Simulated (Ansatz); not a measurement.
# Ligand exchange: CH3I + GeH3I → CH2I2 + GeH4

Species: CH3I `CI`, singlet; GeH3I `[GeH3][I]`, singlet; CH2I2 (diiodomethane) `ICI`, singlet; GeH4 `[GeH4]`, singlet. The partners trade H for I: C–H and Ge–I bonds give way to C–I and Ge–H.

Shapes, held fixed at every level: PBE0-D4/def2-TZVP. Programs: Ansatz 0.2.0. The zero-point and thermal change to 298 K, harmonic and unscaled (PBE0-D4/def2-TZVP), is -8.9 kJ/mol.

| level | kind | ΔH(298 K) (kJ/mol) | less CCSD(T)/def2-TZVPP |
| --- | --- | --- | --- |
| HF/def2-TZVPP | Hartree–Fock | +158.1 | +28.8 |
| PBE-D4/def2-TZVPP | GGA | +127.9 | -1.4 |
| BHLYP-D4/def2-TZVPP | global hybrid | +142.0 | +12.7 |
| MP2/def2-SVP | perturbation theory | +138.3 | +9.0 |
| CCSD/def2-SVP | coupled cluster or CI | +140.5 | +11.2 |
| CCSD/def2-TZVPP | coupled cluster or CI | +133.7 | +4.4 |
| CCSD(T)/def2-TZVPP | coupled cluster or CI | +129.3 | 0.0 |

The highest level, CCSD(T)/def2-TZVPP, gives ΔH(298 K) = +129.3 kJ/mol; the levels span +127.9 to +158.1. The column of differences is taken from that level and isn't an error. No measured value is set beside it here. For atoms past krypton def2 sets carry core potentials with scalar relativity. Relativity is left out for Ge unless named. Correlated rows may include outer-core shells of Ge, I, which these sets cover unevenly.
